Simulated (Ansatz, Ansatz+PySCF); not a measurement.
| atom | x (Å) | y (Å) | z (Å) |
| --- | --- | --- | --- |
| C | 0.0000 | 0.0000 | -0.9234 |
| C | 0.0000 | 0.7002 | 0.5378 |
| C | 0.0000 | -0.7002 | 0.5378 |
| H | 0.9922 | 0.0000 | -1.5809 |
| H | -0.9922 | 0.0000 | -1.5809 |
| H | 0.0000 | 1.7169 | 1.1247 |
| H | 0.0000 | -1.7169 | 1.1247 |

Basis set: def2-SVP (spherical functions). Left uncorrelated: 3 orbitals. Charge 0, multiplicity 1.

Computed with Ansatz (development build ahead of 0.2.0); each method stands on the lowest determinant of its kind that the runs found. Restricted open shells among the atoms or ions are ROHF, correlated in semicanonical orbitals with singles.

The atomization energy at this shape (free ground-state atoms in the same class of orbitals less the molecule, no zero-point energy) of singlet C₃H₄:

```
 method  atomization energy
RHF-MP2            27.85 eV
UHF-MP2            27.26 eV
    UHF            20.62 eV
    RHF            20.85 eV
```

Task: What does RHF-CCSD(T) give?

Result: 27.52 eV. Caution: the shape is not the minimum. Caution for UHF-MP2: another reference gives a lower total. Caution for UHF-MP2, UHF: the determinant breaks the point group; the unrestricted determinant is spin contaminated.
